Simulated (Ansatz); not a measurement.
# H4InSi2: where a starting geometry ends

The starting geometry of this gas-phase doublet was optimised with GFN2-xTB.

```json
{"atom": "In", "x (Å)": "-1.1898", "y (Å)": "-2.3853", "z (Å)": "-2.2295"}
{"atom": "Si", "x (Å)": "-1.1008", "y (Å)": "0.3804", "z (Å)": "-2.0673"}
{"atom": "Si", "x (Å)": "-0.9489", "y (Å)": "-0.9173", "z (Å)": "0.1017"}
{"atom": "H", "x (Å)": "-2.5148", "y (Å)": "0.8651", "z (Å)": "-1.9454"}
{"atom": "H", "x (Å)": "-0.4400", "y (Å)": "1.6756", "z (Å)": "-1.7748"}
{"atom": "H", "x (Å)": "0.5353", "y (Å)": "-0.8190", "z (Å)": "0.3131"}
{"atom": "H", "x (Å)": "-1.3465", "y (Å)": "0.0523", "z (Å)": "1.1508"}
```

Task: Predict what becomes of its bonds when it is optimised with BLYP-D3(BJ)/def2-SVP.

Result: A bond breaks, giving a structure given below by its coordinates. Contacts that open: In1–Si2 (2.77 → 3.29 Å).

The energy falls by 0.67 eV over 27 steps:

```tsv
step	E − E(last) (eV)
1	0.666
4	0.439
7	0.427
10	0.395
13	0.322
15	0.206
18	0.041
21	0.008
24	0.000
27	0.000
```

Final geometry (Å):

| atom | x (Å) | y (Å) | z (Å) |
| --- | --- | --- | --- |
| In | -1.2985 | -1.9795 | -2.4446 |
| Si | -1.2078 | 1.1439 | -1.4081 |
| Si | -0.7048 | -0.5660 | 0.0966 |
| H | -2.5479 | 0.6674 | -1.9903 |
| H | -0.2951 | 0.7975 | -2.5953 |
| H | 0.7054 | -0.5364 | 0.6295 |
| H | -1.6567 | -0.6752 | 1.2607 |

Frequencies at the end are all real (lowest 65 cm⁻¹). Open shells are spin-unrestricted. Atoms past krypton carry core potentials, without spin–orbit terms. Run with Ansatz 0.2.0, 56 s on 1 thread of AMD EPYC 9R45 96-Core Processor (Zen 5), with other jobs on the host.
